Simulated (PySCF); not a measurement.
PySCF input for C₃H₇ClSi, SMILES C[SiH2]/C=C/Cl, TDA-B3LYP/def2-SVPD. Coordinates come from a PBE0-D3(BJ)/def2-SVP optimisation. The structure was generated by enumeration; whether it is a known compound was not checked. Other conformers were not sampled.

```python
import numpy as np
from pyscf import gto, scf, dft, tdscf

mol = gto.M(
    atom='''
    C    -2.85957789    0.40798005   -0.77496207
    Si   -1.40711907   -0.78251167   -0.77911126
    C    -0.07237331   -0.22361356    0.40731197
    C     1.15838553    0.08319632   -0.00821711
    Cl    2.42994759    0.61795236    1.03436667
    H    -3.30358341    0.47897184    0.23004775
    H    -3.64387303    0.07023160   -1.46982404
    H    -2.53770812    1.41555066   -1.07903791
    H    -0.79254015   -0.86513913   -2.14140156
    H    -1.88032692   -2.14776873   -0.38701612
    H    -0.28897197   -0.13049670    1.47867106
    H     1.47895583    0.02324670   -1.05291149
    ''',
    basis='def2-SVPD',
    charge=0,
    spin=0,
    max_memory=1600,
    verbose=4,
)
mf = dft.RKS(mol, xc='b3lyp').density_fit(auxbasis='def2-universal-jkfit')
mf.grids.level = 3
mf.conv_tol = 1e-9
mf.max_cycle = 100
mf.kernel()
mf.grids = dft.Grids(mol).set(level=1).build(with_non0tab=True)  # coarser grid for the response kernel
td = tdscf.TDA(mf)
td.singlet = True
td.nstates = 10
td.conv_tol = 1e-4
td.positive_eig_threshold = 1e-6
td.kernel(x0=td.get_init_guess(mf, 15))
td.analyze()
tt = tdscf.TDA(mf)
tt.singlet = False
tt.nstates = 4
tt.conv_tol = 1e-4
tt.positive_eig_threshold = 1e-6
tt.kernel(x0=tt.get_init_guess(mf, 9))
tt.analyze(verbose=3)
```

Log of the run:

```
PySCF version 2.14.0

[INPUT] verbose = 4
[INPUT] num. atoms = 12
[INPUT] num. electrons = 56
[INPUT] charge = 0
[INPUT] spin (= nelec alpha-beta = 2S) = 0
[INPUT] symmetry False subgroup None
[INPUT] Mole.unit = angstrom
[INPUT] Symbol           X                Y                Z      unit          X                Y                Z       unit  Magmom
[INPUT]  1 C     -2.859577890000   0.407980050000  -0.774962070000 AA   -5.403819043962   0.770970558786  -1.464466069226 Bohr   0.0
[INPUT]  2 Si    -1.407119070000  -0.782511670000  -0.779111260000 AA   -2.659069666953  -1.478732745576  -1.472306901965 Bohr   0.0
[INPUT]  3 C     -0.072373310000  -0.223613560000   0.407311970000 AA   -0.136765734628  -0.422568386139   0.769708070557 Bohr   0.0
[INPUT]  4 C      1.158385530000   0.083196320000  -0.008217110000 AA    2.189031398359   0.157218259372  -0.015528087435 Bohr   0.0
[INPUT]  5 Cl     2.429947590000   0.617952360000   1.034366670000 AA    4.591935442147   1.167760718429   1.954669718678 Bohr   0.0
[INPUT]  6 H     -3.303583410000   0.478971840000   0.230047750000 AA   -6.242867874557   0.905125598979   0.434727243072 Bohr   0.0
[INPUT]  7 H     -3.643873030000   0.070231600000  -1.469824040000 AA   -6.885922059389   0.132718489290  -2.777564886902 Bohr   0.0
[INPUT]  8 H     -2.537708120000   1.415550660000  -1.079037910000 AA   -4.795573330885   2.675003062847  -2.039086127923 Bohr   0.0
[INPUT]  9 H     -0.792540150000  -0.865139130000  -2.141401560000 AA   -1.497683826222  -1.634876015344  -4.046662471116 Bohr   0.0
[INPUT] 10 H     -1.880326920000  -2.147768730000  -0.387016120000 AA   -3.553302903447  -4.058694678605  -0.731354472592 Bohr   0.0
[INPUT] 11 H     -0.288971970000  -0.130496700000   1.478671060000 AA   -0.546077880976  -0.246603023160   2.794283331720 Bohr   0.0
[INPUT] 12 H      1.478955830000   0.023246700000  -1.052911490000 AA    2.794821469029   0.043929896300  -1.989714349508 Bohr   0.0

nuclear repulsion = 250.50409544926
number of shells = 73
number of NR pGTOs = 247
number of NR cGTOs = 167
basis = def2-SVPD
ecp = {}


[settings echo left out]
init E= -868.10858832538
  HOMO = -0.298820646076111  LUMO = -0.088475676318637  gap/eV = 5.72378
cycle= 1 E= -867.892335652629  delta_E= 0.216  |g|= 0.43  |ddm|=  4.5
  HOMO = -0.238813726545243  LUMO = -0.0132669975151503  gap/eV = 6.13744
cycle= 2 E= -867.84815005673  delta_E= 0.0442  |g|= 0.585  |ddm|= 1.17
  HOMO = -0.263758461224844  LUMO = -0.0308351563019298  gap/eV = 6.33817
cycle= 3 E= -867.937017170623  delta_E= -0.0889  |g|= 0.12  |ddm|= 0.752
  HOMO = -0.270624887897091  LUMO = -0.036215279886298  gap/eV = 6.37861
cycle= 4 E= -867.940938613665  delta_E= -0.00392  |g|= 0.0308  |ddm|= 0.223
  HOMO = -0.270512424337532  LUMO = -0.0351817481495029  gap/eV = 6.40367
cycle= 5 E= -867.941171786052  delta_E= -0.000233  |g|= 0.00931  |ddm|= 0.0564
  HOMO = -0.26997079369881  LUMO = -0.0349641283875433  gap/eV = 6.39486
cycle= 6 E= -867.941196597399  delta_E= -2.48e-05  |g|= 0.0013  |ddm|= 0.0167
  HOMO = -0.270068805479263  LUMO = -0.0349827923001689  gap/eV = 6.39702
cycle= 7 E= -867.941197079716  delta_E= -4.82e-07  |g|= 0.000344  |ddm|= 0.00322
  HOMO = -0.270051148301253  LUMO = -0.0349753789174718  gap/eV = 6.39674
cycle= 8 E= -867.941197114079  delta_E= -3.44e-08  |g|= 7.11e-05  |ddm|= 0.000813
  HOMO = -0.270046845270087  LUMO = -0.034969268710392  gap/eV = 6.39679
cycle= 9 E= -867.941197115403  delta_E= -1.32e-09  |g|= 2.65e-05  |ddm|= 0.000167
  HOMO = -0.270049028811579  LUMO = -0.0349724520026191  gap/eV = 6.39676
cycle= 10 E= -867.941197115585  delta_E= -1.82e-10  |g|= 8.9e-06  |ddm|= 5.64e-05
  HOMO = -0.270047762663995  LUMO = -0.0349704158723143  gap/eV = 6.39678
Extra cycle  E= -867.941197115554  delta_E= 3.12e-11  |g|= 1.35e-05  |ddm|= 3.9e-05
converged SCF energy = -867.941197115554
tot grids = 45576
Overwritten attributes  positive_eig_threshold  of <class 'pyscf.tdscf.rks.TDA'>


******** <class 'pyscf.tdscf.rks.TDA'> for <class 'pyscf.df.df_jk.DFRKS'> ********
nstates = 10 singlet
deg_eia_thresh = 1.000e-03
wfnsym = None
conv_tol = 0.0001
eigh lindep = 1e-12
eigh level_shift = 0
eigh max_cycle = 100


Excitation energies (eV)
[6.39275801 6.46113585 6.58584987 6.98662926 7.03608819 7.15999028
 7.30085457 7.48593711 7.51911428 7.75990577]

** Singlet excitation energies and oscillator strengths **
Excited State   1:      6.39276 eV    193.94 nm  f=0.4868
      23 -> 29        0.15143
      28 -> 29        0.64730
      28 -> 30       -0.11959
Excited State   2:      6.46114 eV    191.89 nm  f=0.0020
      27 -> 29       -0.70269
Excited State   3:      6.58585 eV    188.26 nm  f=0.0032
      28 -> 30       -0.52731
      28 -> 31       -0.44173
Excited State   4:      6.98663 eV    177.46 nm  f=0.0033
      28 -> 30       -0.39966
      28 -> 31        0.41812
      28 -> 32       -0.38059
Excited State   5:      7.03609 eV    176.21 nm  f=0.0025
      24 -> 29       -0.36485
      25 -> 29       -0.49891
      26 -> 29       -0.24610
      28 -> 31        0.14819
      28 -> 32        0.11818
Excited State   6:      7.15999 eV    173.16 nm  f=0.0047
      24 -> 29       -0.13591
      25 -> 29       -0.17226
      28 -> 30        0.16112
      28 -> 31       -0.28154
      28 -> 32       -0.56198
      28 -> 35        0.11027
Excited State   7:      7.30085 eV    169.82 nm  f=0.0093
      24 -> 29       -0.15825
      25 -> 29        0.36097
      26 -> 29       -0.57302
Excited State   8:      7.48594 eV    165.62 nm  f=0.0005
      28 -> 33        0.62468
      28 -> 34       -0.30760
Excited State   9:      7.51911 eV    164.89 nm  f=0.0054
      24 -> 29        0.53608
      25 -> 29       -0.27907
      26 -> 29       -0.30596
      28 -> 34        0.11043
Excited State  10:      7.75991 eV    159.78 nm  f=0.0082
      28 -> 33        0.30015
      28 -> 34        0.59008
      28 -> 35       -0.19870

** Transition electric dipole moments (AU) **
state          X           Y           Z        Dip. S.      Osc.
  1         1.6745      0.4069      0.3724      3.1082      0.4868
  2        -0.0209     -0.1116     -0.0043      0.0129      0.0020
  3        -0.1314     -0.0445     -0.0262      0.0199      0.0032
  4        -0.0029     -0.1378      0.0128      0.0192      0.0033
  5        -0.1036      0.0619     -0.0107      0.0147      0.0025
  6         0.0993      0.1304     -0.0055      0.0269      0.0047
  7        -0.0845      0.2109     -0.0141      0.0518      0.0093
  8        -0.0289     -0.0262     -0.0363      0.0028      0.0005
  9        -0.1634      0.0511      0.0070      0.0294      0.0054
 10         0.1707     -0.1111      0.0417      0.0432      0.0082

** Transition velocity dipole moments (imaginary part, AU) **
state          X           Y           Z        Dip. S.      Osc.
  1         0.2018      0.0305      0.1138      0.0546      0.1550
  2        -0.0028     -0.0055     -0.0032      0.0000      0.0001
  3         0.0081     -0.0707     -0.0000      0.0051      0.0139
  4         0.0203      0.0032     -0.0121      0.0006      0.0015
  5        -0.0032     -0.0129     -0.0024      0.0002      0.0005
  6        -0.0103      0.0185      0.0110      0.0006      0.0014
  7        -0.0299      0.0225      0.0051      0.0014      0.0035
  8        -0.0113     -0.0006     -0.0068      0.0002      0.0004
  9        -0.0550      0.0160     -0.0027      0.0033      0.0079
 10         0.0381     -0.0621      0.0126      0.0055      0.0128

** Transition magnetic dipole moments (imaginary part, AU) **
state          X           Y           Z
  1         0.0703      0.0969     -0.2861
  2        -0.3078     -0.1629     -0.3840
  3        -0.1610      0.0122      0.2304
  4        -0.0601      0.1242     -0.2149
  5        -0.8117     -0.1888      0.1239
  6        -0.0949     -0.0796      0.0547
  7         0.0114     -0.1636      0.0371
  8         0.0154      0.0242     -0.2293
  9        -0.1438      0.2765      0.2881
 10        -0.3760      0.1616      0.0218


******** <class 'pyscf.tdscf.rks.TDA'> for <class 'pyscf.df.df_jk.DFRKS'> ********
nstates = 4 triplet
deg_eia_thresh = 1.000e-03
wfnsym = None
conv_tol = 0.0001
eigh lindep = 1e-12
eigh level_shift = 0
eigh max_cycle = 100


Excitation energies (eV)
[4.01623344 6.14312551 6.25001281 6.58243423]

** Triplet excitation energies and oscillator strengths **
Excited State   1:      4.01623 eV    308.71 nm  f=0.0000
Excited State   2:      6.14313 eV    201.83 nm  f=0.0000
Excited State   3:      6.25001 eV    198.37 nm  f=0.0000
Excited State   4:      6.58243 eV    188.36 nm  f=0.0000
```

The calculation finished and met its thresholds.
